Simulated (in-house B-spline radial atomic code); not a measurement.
Al2+ is squeezed into an impenetrable sphere of radius R (the orbitals vanish at R). No spin polarisation. Method: non-relativistic LDA VWN5, spherical fractional occupations, point nucleus. Calculated with a radial B-spline atomic code at the basis-set limit.

Energies in eV above the free ion in [Ne] 3s1:

```csv
R (bohr),highest level (eV),[Ne] 3s1,[He] 2s1 2p6 3s1 3p1,[Ne] 3p1,-dE/dV in [Ne] 3s1 (GPa)
8.38,-23.9,0.0001745,117.5,6.508,0.000481
6.53,-23.9,0.00991,117.5,6.556,0.042
4.8,-23.4,0.3085,118,7.27,2.15
4.49,-23.1,0.5458,118.5,7.714,4.24
3.4,-19.2,3.718,124.4,12.33,47.8
3.04,-15.5,6.933,130.5,16.36,112
2.62,-7.18,14.6,144.9,25.15,333
2.03,24,46.06,201.2,57.42,2040
1.96,30.9,53.56,214,64.73,2620
1.57,98.7,135.8,346.2,142,12400
```

Task: Does [He] 2s1 2p6 3s1 3p1 fall below [Ne] 3s1 under compression?

Result: No, it stays above over the whole range.

Task: Does [Ne] 3p1 fall below [Ne] 3s1 under compression?

Result: No, it stays above over the whole range.

The highest level is first positive in the row R = 2.03 bohr, pushed up by confinement above the zero of the free ion's potential. Each configuration is held fixed and needn't be the lowest in the sphere.
